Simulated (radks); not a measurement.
The antimony anion Sb3-, [Xe], held by a Watson sphere: a shell of charge +3 at radius R that stands for the Madelung well of a crystal (potential energy -3/R inside, -3/r outside, in hartree with lengths in bohr). Calculated with a radial shooting solver on a logarithmic mesh with Libxc functionals: scalar-relativistic Kohn-Sham, PBEsol, spin-polarised, spherical densities, finite nucleus; Fermi nuclear charge, rms radius of each element as measured or else 0.836 A^(1/3) + 0.57 fm. Response by self-consistent Sternheimer equations with the Hartree and adiabatic LDA kernel, the relativistic mass of each level held fixed and spin-orbit coupling left out. The sphere does not respond.

R (bohr)  e(4d) (eV)  e(5s) (eV)  e(5p) (eV)  <r> 5p (bohr)  sum of <r^2> (bohr^2)  X-ray form factor at sin(theta)/lambda = 0.2 1/angstrom  alpha (bohr^3)
2.52         -33.145     -15.004      -7.080          2.758                  84.96                                                   40.939           48.31
4.28         -30.633     -11.159      -4.476          3.447                  117.9                                                   40.751           141.1
4.59         -30.447     -10.775      -4.112          3.563                  124.2                                                   40.777           170.4
5.36         -30.085     -10.068      -3.359          3.841                  140.8                                                   40.839           268.1
5.77         -29.936      -9.801      -3.036          3.985                  150.3                                                   40.864           338.4
